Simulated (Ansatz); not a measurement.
`[CH3][GeH2][CH2]S` + H₂ → `S[CH2][GeH3]` + CH₄  (hydrogenolysis of a Ge–C bond)

Calculated with Ansatz (gas phase, PBE0-D4/def2-TZVP geometries, no zero-point term in ΔE). CCSD(T)/CBS adds triple-zeta CCSD(T) − MP2 to the extrapolated MP2 energy (def2 sets, frozen cores). This one scheme is used for every species. Functionals use def2-TZVPP. B3LYP here is the variant with VWN-RPA as its local correlation; programs differ in this. For Ge outer-core shells are correlated without core-valence functions, which leaves a few kJ/mol of doubt a bond. Scalar relativity is left out up to krypton. Each species was taken in one conformer, which may not be the lowest.

```tsv
level	ΔE (kcal/mol)	difference from CCSD(T)/CBS
PBE-D4	-8.2	-0.3
r2SCAN-D4	-8.5	-0.6
PBE0-D4	-8.7	-0.8
B3LYP-D4	-9.2	-1.3
ωB97X-V	-8.9	-1.0
ωB97M-V	-8.6	-0.7
B2PLYP	-9.7	-1.8
PBE	-9.6	-1.7
r2SCAN	-8.9	-1.0
PBE0	-10.0	-2.1
B3LYP	-11.4	-3.5
HF/def2-TZVPP	-13.8	-5.9
MP2/def2-TZVPP	-6.4	1.5
SCS-MP2/def2-TZVPP	-7.9	0.0
CCSD/def2-TZVPP	-8.9	-1.0
CCSD(T)/def2-TZVPP	-7.9	0.0
HF/def2-QZVPP	-14.0	-6.1
MP2/def2-QZVPP	-6.5	1.4
SCS-MP2/def2-QZVPP	-8.0	-0.1
HF/CBS(def2)	-14.0	-6.1
MP2/CBS(def2)	-6.4	1.5
CCSD/CBS(def2)	-8.9	-1.0
CCSD(T)/CBS	-7.9	0
```

Largest T1 diagnostic among the species: 0.011.

In def2-TZVPP, CCSD(T) changes the Hartree–Fock value by +5.9 kcal/mol (the triples alone add +1.0 kcal/mol) and MP2 by +7.4 kcal/mol. The D4 term adds +2.2 kcal/mol with B3LYP and +1.3 kcal/mol with PBE0; it sums over pairs of atoms, weighted by their polarisabilities, and B3LYP, whose exchange is more repulsive, gets the larger term.
